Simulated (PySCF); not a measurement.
N-tert-butylacetamide, C₆H₁₃NO.
Geometry (GFN2-xTB, Å), atoms numbered from 1 in this order:
```
atom  x, y, z in Å
C1     2.9368   -0.5618   -0.0016
C2     1.4562   -0.8685    0.1450
O3     1.0342   -1.9800    0.3833
N4     0.6752    0.2229   -0.0147
C5    -0.7838    0.2527    0.1069
C6    -1.2337    1.6900   -0.1528
C7    -1.1811   -0.1823    1.5203
C8    -1.4015   -0.6901   -0.9291
H9     3.5036   -1.4796    0.1211
H10    3.2455    0.1523    0.7591
H11    3.1420   -0.1413   -0.9835
H12    1.1274    1.1033   -0.2011
H13   -2.3152    1.7587   -0.0759
H14   -0.9416    2.0099   -1.1514
H15   -0.7952    2.3687    0.5764
H16   -2.2615   -0.1611    1.6322
H17   -0.7376    0.4812    2.2598
H18   -0.8277   -1.1931    1.7015
H19   -1.0418   -1.7008   -0.7604
H20   -1.1242   -0.3823   -1.9352
H21   -2.4848   -0.6821   -0.8455
```

Computed with PBE0/pcSseg-1 in PySCF (dipole) on a GFN2-xTB geometry, gas phase.

Masses are those of the commonest isotopes; rigid-rotor values at the optimised geometry. The values belong to one conformer with, in the numbering `[CH3:1][C:2](=[O:3])[NH:4][C:5]([CH3:6])([CH3:7])[CH3:8]`, C1–C2–N4–C5 -178°.

**Question.** What are A, B and C (cm⁻¹)?

**Answer.** Ia = 152.64, Ib = 363.39, Ic = 402.48 u·Å²; 505379 MHz·u·Å²/I gives 3311, 1391 and 1256 MHz, that is A = 0.11044, B = 0.04639, C = 0.04188 cm⁻¹.

**Question.** Classify the top.

**Answer.** An asymmetric top: κ = (2 × 1391 − 3311 − 1256)/(3311 − 1256) = -0.87.

**Question.** Is it planar, by Δ = Ic − Ia − Ib?

**Answer.** Not planar: Δ = Ic − Ia − Ib = -113.55 u·Å². For a rigid frame Δ = −2 Σ m c², so Σ m c² = 56.78 u·Å² lies off the ab plane: 18.94 from hydrogen and 37.84 from heavier atoms. The atom farthest from that plane is 2.16 Å away.

**Question.** Give the other two planar moments, Paa and Pbb, and the rms extents of the mass along the axes.

**Answer.** Paa = Σ m a² = (Ib + Ic − Ia)/2 = 306.62 and Pbb = Σ m b² = (Ia + Ic − Ib)/2 = 95.86 u·Å². With the mass M = 115.10 u, the rms extents √(P/M) along a, b and c are 1.63, 0.91, 0.70 Å.

**Question.** List the rotational levels J(Ka,Kc) to J = 3 (MHz).

**Answer.** Above 0(0,0):
J = 1: 1(0,1) 2646, 1(1,1) 4567, 1(1,0) 4702
J = 2: 2(0,2) 7932, 2(1,2) 9724, 2(1,1) 10130, 2(2,1) 15890, 2(2,0) 15897
J = 3: 3(0,3) 15844, 3(1,3) 17457, 3(1,2) 18267, 3(2,2) 23830, 3(2,1) 23864, 3(3,1) 33773, 3(3,0) 33773
The levels of one J sum to (2J + 1)J(J + 1)(A + B + C)/3.

**Question.** Which types of transition are allowed, and where do some lines up to J = 5 fall?

**Answer.** The dipole components are |μa| = 1.24 D, |μb| = 3.45 D, |μc| = 0.02 D. Intensities carry the squares of the components, which stand as 0.13 : 1.00 : 0.00 (a : b : c). Some lines, for components of 0.1 D or more:

```csv
type,branch,"J(Ka,Kc)",MHz,lower level (cm⁻¹)
b,R,"4(2,2) ← 3(3,1)",739,1.127
a,R,"1(0,1) ← 0(0,0)",2646,0.000
b,Q,"2(2,0) ← 2(1,1)",5768,0.338
b,Q,"2(2,1) ← 2(1,2)",6166,0.324
b,Q,"3(2,2) ← 3(1,3)",6373,0.582
a,R,"3(1,3) ← 2(1,2)",7732,0.324
b,R,"4(0,4) ← 3(1,3)",8905,0.582
b,Q,"3(3,0) ← 3(2,1)",9909,0.796
b,R,"5(0,5) ← 4(1,4)",11702,0.926
a,R,"5(4,2) ← 4(4,1)",13247,1.944
a,R,"5(3,3) ← 4(3,2)",13253,1.480
b,Q,"5(4,1) ← 5(3,2)",13891,1.922
b,Q,"5(4,2) ← 5(3,3)",13897,1.922
b,R,"5(5,0) ← 4(4,1)",31123,1.944
```

GFN2-xTB frequencies: not computed here. Zero-point vibration and centrifugal distortion are left out. A rigid rotor knows nothing of internal rotation, which can split or shift real lines. Quadrupole hyperfine structure (14N) is left out.
